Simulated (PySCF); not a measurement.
## Static response to an electric field

Compound: C₅H₁₄Si₂.
Cartesian coordinates in Å at the PBE0-D3(BJ)/def2-SVP level; atoms count from 1:
```xyz
21
C5H14Si2 angstrom
C     -2.3537    0.3358    0.8134
C     -1.3609   -0.3682   -0.1100
C     -1.1600    0.3965   -1.4170
Si     0.2809   -0.6895    0.7777
C      1.6272   -1.4226   -0.3580
Si     2.4700    0.2842   -0.3266
C      1.2996    0.9033    1.0403
H     -2.5490   -0.2431    1.7297
H     -1.9797    1.3265    1.1228
H     -3.3216    0.4983    0.3096
H     -1.7569   -1.3734   -0.3509
H     -2.1190    0.5465   -1.9408
H     -0.7321    1.3970   -1.2370
H     -0.4856   -0.1297   -2.1105
H      0.0306   -1.4779    2.0290
H      1.3058   -1.8134   -1.3347
H      2.2316   -2.1983    0.1390
H      3.9221    0.2674    0.0386
H      2.3084    1.0352   -1.6111
H      1.7839    0.9578    2.0281
H      0.7808    1.8572    0.8619
```

Level: CAM-B3LYP/def2-SVPD (PySCF), static field, nuclei fixed, core orbitals frozen in the response. The polarisability tensor in these axes (au):

```
x   126.01   1.50  -5.08
y     1.50 100.58  -2.36
z    -5.08  -2.36 104.23
```

Give the principal values, the mean and the anisotropy Δα = √{½[(α1 − α2)² + (α2 − α3)² + (α1 − α3)²]}.

Principal values 99.39, 104.16 and 127.29 au; mean 110.28 au = 16.34 Å³ = 18.18 × 10⁻⁴⁰ C²·m²/J; Δα = 25.85 au (23 % of the mean).

What is the dipole moment, and where does it point?

(-0.66, -0.14, -0.08) D, 0.68 D in size, pointing from the negative to the positive side. Measured along this direction, the outermost atoms are H18 at the negative end and H10 at the positive end.

Find the Langevin capture rate constant for O2+ (31.990 u) meeting this molecule (130.063 u), k = 2.342 × 10⁻⁹ cm³/s × √(α in Å³ / reduced mass in u).

The reduced mass is 25.67 u, so k = 1.87 × 10⁻⁹ cm³/s. The formula leaves out the permanent dipole, which adds to the capture rate.

Molar refractivity from α?

Lorentz–Lorenz: R = (4π/3)N_A α = 2.5225 cm³/(mol·Å³) × 16.34 Å³ = 41.2 cm³/mol, in the limit of long wavelengths.

Rayleigh depolarisation ratio (linearly polarised light, static tensor)?

ρ = 3Δα²/(45ᾱ² + 4Δα²) = 2004.7/(547255 + 2672.9) = 0.00365.

The structure is a single PBE0-D3(BJ)/def2-SVP conformer in the gas phase; no vibrational or solvent corrections.
